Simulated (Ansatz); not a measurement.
System: sum formula SiHF, charge 1, multiplicity 2. 
Structure (B3LYP-D3(BJ)/def2-TZVP (Ansatz, a first-principles code) minimum search):
```
Si
F 1 1.5461
H 1 1.5197 2 113.46
```
Charge +1, spin multiplicity 2.

Basis-set convergence of Hartree-Fock and CCSD(T) correlation energies (hartree) with Ansatz. Valence correlation only, unless marked. Open shells are spin-unrestricted. Spin-orbit coupling is left out. No relativistic terms.

```
basis        functions       E(HF)  E(corr, CCSD(T))
-----------  ---------  ----------  ----------------
def2-SVPD           55  -388.46947          -0.27545
def2-TZVPPD        105  -388.70270          -0.34493
def2-QZVPPD        175  -388.71635          -0.37185
```

Extrapolating the two largest sets (X = 3 and 4) as X^-3: E(corr) = (64·(-0.37185) - 27·(-0.34493))/37 = -0.3915 Eh, an estimate of the basis-set limit. The largest set recovers 95.0 % of it, the smallest 70.4 %.
